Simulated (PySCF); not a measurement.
C4H13BO2Si, SMILES C[Si](OB(C)C)(C)O, GFN2-xTB optimised geometry.

```
21

Si     1.78    -0.27     0.08
C      2.35    -0.08     1.88
C      1.79    -2.07    -0.52
O      2.76     0.50    -0.98
O      0.33     0.47     0.00
B     -0.99     0.47     0.00
C     -1.76     1.87     0.00
C     -1.82    -0.89     0.01
H      1.75    -0.68     2.56
H      3.38    -0.40     2.00
H      2.29     0.95     2.21
H      1.20    -2.71     0.14
H      2.80    -2.47    -0.55
H      1.37    -2.15    -1.52
H      2.81     1.45    -1.01
H     -2.21     2.05    -0.98
H     -2.58     1.88     0.72
H     -1.11     2.71     0.22
H     -1.29    -1.69    -0.50
H     -2.81    -0.79    -0.42
H     -1.95    -1.22     1.04
```

Density from PBE0/def2-SVP (PySCF) at that geometry.

Minimum of the electron density along straight lines between bonded atoms, close to the bond critical point (lines longer than 1.1 times the sum of covalent radii, or with two minima, are not listed):

```json
[
 {"bond": "Si1–C2", "length / Å": "1.903", "ρ at the minimum / e bohr⁻³": "0.113", "∇²ρ there / e bohr⁻⁵": "0.32", "position (fraction from the first atom)": "0.38"},
 {"bond": "Si1–C3", "length / Å": "1.898", "ρ at the minimum / e bohr⁻³": "0.114", "∇²ρ there / e bohr⁻⁵": "0.31", "position (fraction from the first atom)": "0.38"},
 {"bond": "Si1–O4", "length / Å": "1.631", "ρ at the minimum / e bohr⁻³": "0.129", "∇²ρ there / e bohr⁻⁵": "1.07", "position (fraction from the first atom)": "0.41"},
 {"bond": "Si1–O5", "length / Å": "1.627", "ρ at the minimum / e bohr⁻³": "0.124", "∇²ρ there / e bohr⁻⁵": "1.07", "position (fraction from the first atom)": "0.41"},
 {"bond": "O5–B6", "length / Å": "1.327", "ρ at the minimum / e bohr⁻³": "0.209", "∇²ρ there / e bohr⁻⁵": "1.31", "position (fraction from the first atom)": "0.67"},
 {"bond": "B6–C7", "length / Å": "1.594", "ρ at the minimum / e bohr⁻³": "0.177", "∇²ρ there / e bohr⁻⁵": "-0.19", "position (fraction from the first atom)": "0.32"},
 {"bond": "B6–C8", "length / Å": "1.594", "ρ at the minimum / e bohr⁻³": "0.176", "∇²ρ there / e bohr⁻⁵": "-0.18", "position (fraction from the first atom)": "0.32"},
 {"bond": "C2–H9", "length / Å": "1.085", "ρ at the minimum / e bohr⁻³": "0.271", "∇²ρ there / e bohr⁻⁵": "-0.96", "position (fraction from the first atom)": "0.62"},
 {"bond": "C2–H10", "length / Å": "1.085", "ρ at the minimum / e bohr⁻³": "0.272", "∇²ρ there / e bohr⁻⁵": "-0.97", "position (fraction from the first atom)": "0.62"},
 {"bond": "C2–H11", "length / Å": "1.087", "ρ at the minimum / e bohr⁻³": "0.270", "∇²ρ there / e bohr⁻⁵": "-0.96", "position (fraction from the first atom)": "0.62"},
 {"bond": "C3–H12", "length / Å": "1.086", "ρ at the minimum / e bohr⁻³": "0.271", "∇²ρ there / e bohr⁻⁵": "-0.96", "position (fraction from the first atom)": "0.62"},
 {"bond": "C3–H13", "length / Å": "1.085", "ρ at the minimum / e bohr⁻³": "0.272", "∇²ρ there / e bohr⁻⁵": "-0.97", "position (fraction from the first atom)": "0.63"},
 {"bond": "C3–H14", "length / Å": "1.086", "ρ at the minimum / e bohr⁻³": "0.271", "∇²ρ there / e bohr⁻⁵": "-0.97", "position (fraction from the first atom)": "0.63"},
 {"bond": "O4–H15", "length / Å": "0.954", "ρ at the minimum / e bohr⁻³": "0.356", "∇²ρ there / e bohr⁻⁵": "-2.43", "position (fraction from the first atom)": "0.82"},
 {"bond": "C7–H16", "length / Å": "1.089", "ρ at the minimum / e bohr⁻³": "0.267", "∇²ρ there / e bohr⁻⁵": "-0.93", "position (fraction from the first atom)": "0.62"},
 {"bond": "C7–H17", "length / Å": "1.087", "ρ at the minimum / e bohr⁻³": "0.270", "∇²ρ there / e bohr⁻⁵": "-0.95", "position (fraction from the first atom)": "0.62"},
 {"bond": "C7–H18", "length / Å": "1.087", "ρ at the minimum / e bohr⁻³": "0.272", "∇²ρ there / e bohr⁻⁵": "-0.97", "position (fraction from the first atom)": "0.62"},
 {"bond": "C8–H19", "length / Å": "1.087", "ρ at the minimum / e bohr⁻³": "0.271", "∇²ρ there / e bohr⁻⁵": "-0.96", "position (fraction from the first atom)": "0.62"},
 {"bond": "C8–H20", "length / Å": "1.086", "ρ at the minimum / e bohr⁻³": "0.272", "∇²ρ there / e bohr⁻⁵": "-0.97", "position (fraction from the first atom)": "0.62"},
 {"bond": "C8–H21", "length / Å": "1.089", "ρ at the minimum / e bohr⁻³": "0.267", "∇²ρ there / e bohr⁻⁵": "-0.92", "position (fraction from the first atom)": "0.62"}
]
```
